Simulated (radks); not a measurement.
Results of a calculation; reference values are marked as such.
Question: Excited configurations of F3+: one electron is placed in a higher orbital outside [He] 2s2 2p1. The ground configuration is [He] 2s2 2p2. Level of theory: scalar-relativistic Kohn-Sham, BLYP, spin-polarised, spherical densities, finite nucleus; open shells are filled with parallel spins first; Fermi nuclear charge, rms radius 2.8976 fm (a radial shooting solver on a logarithmic mesh with Libxc functionals). Excitation = E - E(ground); binding = E(ion) - E, where the ion is the core of charge +4; n* = 4/sqrt(2 binding) in atomic units, and the quantum defect is n - n*.

| outer orbital | excitation (eV) | binding (eV) | n* | quantum defect | eigenvalue (eV) | <r> (bohr) |
|---|---|---|---|---|---|---|
| 3s | 51.942 | 35.966 | 2.460 | 0.540 | -31.764 | 2.321 |
| 3p | 56.351 | 31.557 | 2.626 | 0.374 | -27.475 | 2.405 |
| 4d | 72.728 | 15.180 | 3.787 | 0.213 | -13.211 | 4.731 |
| 5d | 78.128 | 9.779 | 4.718 | 0.282 | -8.647 | 7.790 |

Estimate the row for 5p.

Answer: excitation (eV) 77.252; binding (eV) 10.656; n* 4.520; quantum defect 0.480; eigenvalue (eV) -9.494; <r> (bohr) 7.603. The Delta-SCF ionisation energy is 87.908 eV (NIST Atomic Spectra Database: 87.18 eV, semi-empirical). Self-interaction in the functional shifts the binding energies and quantum defects, so they are the method's values and not measured ones. Open shells are spherical and high-spin; term and fine-structure splittings are not resolved.
